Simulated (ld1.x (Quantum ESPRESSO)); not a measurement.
**An odd input for ld1.x (Quantum ESPRESSO) 7.5 (bismuth)**

Command:

```bash
ld1.x < Bi.in > Bi.out
```

Input:

```
&input
   title='Bi', zed=83., rel=0, dft='PBESOL', iswitch=3,
   config='[Xe] 4f14 5d10 6s1.5 6p3.5',
   nld=2, rlderiv=2.70, eminld=-3.0, emaxld=5.0, deld=0.02
 /
 &inputp
   pseudotype=2, tm=.true., lloc=1,
   nlcc=.false.,
   file_pseudopw='Bi.UPF', file_wfcaegen='ae.wfc', file_wfcncgen='nc.wfc', file_beta='beta', file_chi='chi'
 /
2
6S  1  0   1.50   0.00  1.45  1.45  0.0
6P  2  1   3.50   0.00  2.50  2.50  0.0
 &test
   configts(1)='6s1.5 6p3.5'
 /
```

This is an input that runs to its end, with one change: rel changed from 1 to 0.

**Question.** How does the run end?

**Answer.** The program runs through. The occupied levels of the test differ from the all-electron ones by at most 0.00000 Ry (unchanged input: 0.00001 Ry). All-electron levels move: 6s -0.862 Ry (was -1.107). Messages: Warning: convergence not achieved.

```
     atomic number is 83.00   valence charge is  5.00
     dft =PBESOL   lsd =0 sic =0 latt =0  beta=0.20 tr2=1.0E-14
     mesh =1283 r(mesh) = 100.09897 xmin = -7.00 dx = 0.01250

     n l     nl             e AE (Ry)        e PS (Ry)    De AE-PS (Ry)
     1 0     6S   1( 1.50)       -0.86218       -0.86218       -0.00000
     2 1     6P   1( 3.50)       -0.36831       -0.36831        0.00000

     eps = 1.0E-11  iter =201

     Etot =  -40189.036691 Ry,  -20094.518346 Ha, -546799.700133 eV
     Etotps =    -9.742548 Ry,      -4.871274 Ha,    -132.554115 eV

     Ekin =       4.148568 Ry,       2.074284 Ha,      56.444141 eV
     Encl =     -17.924206 Ry,      -8.962103 Ha,    -243.871242 eV
     Ehrt =       7.845146 Ry,       3.922573 Ha,     106.738645 eV
     Ecxc =      -2.307915 Ry,      -1.153958 Ha,     -31.400789 eV
     Epseu=      -1.504140 Ry,      -0.752070 Ha,     -20.464870 eV

     ---------------------- End of pseudopotential test ----------------------
```
